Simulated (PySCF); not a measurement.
diboron tetrachloride (B2Cl4), SMILES ClB(Cl)B(Cl)Cl.

Geometry optimised at B3LYP-D3(BJ)/def2-SVP. Other conformers were not sampled.

Computed with B3LYP-D3(BJ)/def2-SVP (PySCF).

Frequencies are harmonic and unscaled.

Modes within 1.5 cm⁻¹ of each other (mostly degenerate sets) share a row, with their intensities summed.

| mode | ν (cm⁻¹) | IR (km/mol) | Raman (Å⁴/amu) | depolarisation | moving atoms (share of kinetic energy) |
|---|---|---|---|---|---|
| 1 | 22 | 0.0 | 2.5 | 0.75 | Cl 100 % |
| 2–3 | 91 | 1.6 | 2.2 | 0.75 | Cl 89 %, B 11 % |
| 4 | 172 | 0.0 | 1.4 | 0.73 | Cl 100 % |
| 5 | 290 | 4.6 | 2.9 | 0.75 | Cl 85 %, B 15 % |
| 6 | 403 | 0.0 | 8.6 | 0.01 | Cl 97 % |
| 7–8 | 485 | 14.5 | 0.6 | 0.75 | B 89 %, Cl 11 % |
| 9 | 738 | 158.2 | 1.1 | 0.75 | B 72 %, Cl 28 % |
| 10–11 | 930 | 568.1 | 8.6 | 0.75 | B 84 %, Cl 16 % |
| 12 | 1171 | 0.0 | 15.5 | 0.13 | B 96 % |
